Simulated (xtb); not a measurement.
Al(SiH3)3 (AlH9Si3), SMILES [Al]([SiH3])([SiH3])[SiH3]. All values are semi-empirical tight-binding results from xtb (GFN2-xTB unless named), good for trends rather than for accurate numbers. Coordinates come from a GFN2-xTB optimisation. The structure was generated by enumeration; whether it is a known compound was not checked.

For metal compounds this method's bond lengths and energies can be far off.

* **orbital gap**: 2.72 eV
* **zero-point energy**: 41.6 kcal/mol
* **G − E(el) at 298.15 K (modified RRHO)**: 17.0 kcal/mol
